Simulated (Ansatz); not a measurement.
**Ligand exchange: CHBrCl2 + CH6Cl2Si2 → CH2BrCl + CH5Cl3Si2**

Species: CHBrCl2 (bromodichloromethane) `ClC(Cl)Br`, singlet; CH6Cl2Si2 `[SiH3]C[SiH](Cl)Cl`, singlet; CH2BrCl (bromochloromethane) `ClCBr`, singlet; CH5Cl3Si2 `Cl[SiH2]C[SiH](Cl)Cl`, singlet. The partners trade Cl for H: C–Cl and Si–H bonds give way to C–H and Si–Cl.

Shapes, held fixed at every level: PBE0-D4/def2-TZVP. Flexible molecules stand in one conformer, not always the lowest. Programs: Ansatz 0.2.0. Electronic energies: no zero-point or thermal term.

```tsv
level	kind	ΔE (kJ/mol)
HF/def2-SVP	Hartree–Fock	-202.2
HF/def2-TZVPP	Hartree–Fock	-202.7
SPW92/def2-TZVPP	LDA	-166.4
PBE0-D4/def2-TZVPP	global hybrid	-181.5
B2PLYP/def2-TZVPP	double hybrid	-183.4
CCSD(T)/def2-SVP	coupled cluster or CI	-173.2
CCSD/def2-SVP	coupled cluster or CI	-177.4
MP2/def2-TZVPP	perturbation theory	-183.6
```

MP2/def2-TZVPP gives ΔE = -183.6 kJ/mol; the levels span -202.7 to -166.4. The median of the levels is -182.5. No measured value is set beside it here. Relativity is left out for Br unless named. Correlated rows may include outer-core shells of Br, which these sets cover unevenly.
